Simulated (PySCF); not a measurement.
# Orbital energies and ionisation energy

Compound: BeMeH, CH4Be.
Geometry (PBE0-D3(BJ)/def2-SVP, Å), atoms numbered from 1 in this order:
```xyz
6
CH4Be angstrom
Be    -0.0060    0.0035   -1.1051
C      0.0024   -0.0008    0.5731
H     -0.4431    0.9166    0.9985
H      1.0249   -0.0741    0.9860
H     -0.5670   -0.8502    0.9923
H     -0.0113    0.0049   -2.4448
```

Level: CAM-B3LYP/def2-SVPD (PySCF). Frontier orbitals with their largest atomic shares (Löwdin; up to four atoms above 4 %):

```tsv
orbital	ε (eV)	main atoms
HOMO−3	-12.27	C2 51 %, H3 26 %, H5 14 %, H4 7 %
HOMO−2	-12.27	C2 51 %, H4 24 %, H5 17 %, H3 5 %
HOMO−1	-10.86	H6 39 %, Be1 31 %, C2 21 %
HOMO	-9.92	?
LUMO	0.42	Be1 78 %, H6 11 %, C2 8 %
LUMO+1	0.43	Be1 78 %, H6 11 %, C2 8 %
LUMO+2	1.07	Be1 70 %, C2 9 %, H4 5 %, H5 5 %
```

Problem. What vertical ionisation energy does ΔSCF give, and how far is −ε(HOMO) from it?

Solution. ΔSCF: 11.21 eV (1082 kJ/mol; threshold wavelength 111 nm); ⟨S²⟩ of the doublet left behind is 0.763, against 0.75 for a pure doublet. −ε(HOMO) is 9.92 eV, 1.29 eV below it. In exact Kohn–Sham theory the two would be equal; CAM-B3LYP (range-separated hybrid) falls short of its own ΔSCF value by 12 %.

Problem. On which atoms does the HOMO lie?

Solution. C2 (carbon bonded to Be and 3 H) 38 %, Be1 (beryllium bonded to C and H) 30 %, H6 (hydrogen on beryllium) 18 %, H4 (hydrogen on carbon) 5 %, so no atom holds as much as 40 %. The HOMO−1 lies 0.94 eV lower.

Problem. What kinetic energy would electrons from this vertical process carry with He II light (40.814 eV)?

Solution. 40.81 − 11.21 = 29.60 eV.

Problem. Shift the occupied levels rigidly so that −ε(HOMO) equals the ΔSCF value. What binding energies result?

Solution. The shift is +1.29 eV: HOMO 11.21, HOMO−1 12.15, HOMO−2 13.56, HOMO−3 13.56 eV. A rigid shift is only a rough guide to the deeper ionisations.

Problem. What total energies stand behind the ΔSCF value?

Solution. E(N) = -55.15825 Eh and E(N − 1) = -54.74621 Eh at the same geometry, 0.41204 Eh apart.

Isolated species at its PBE0-D3(BJ)/def2-SVP geometry, gas phase.

The run behind these numbers computed excited states and ΔSCF ions as well. The run took 8.9 s (with the writing of density and orbital grids) on one thread, x86-64 server, no GPU (shared host).
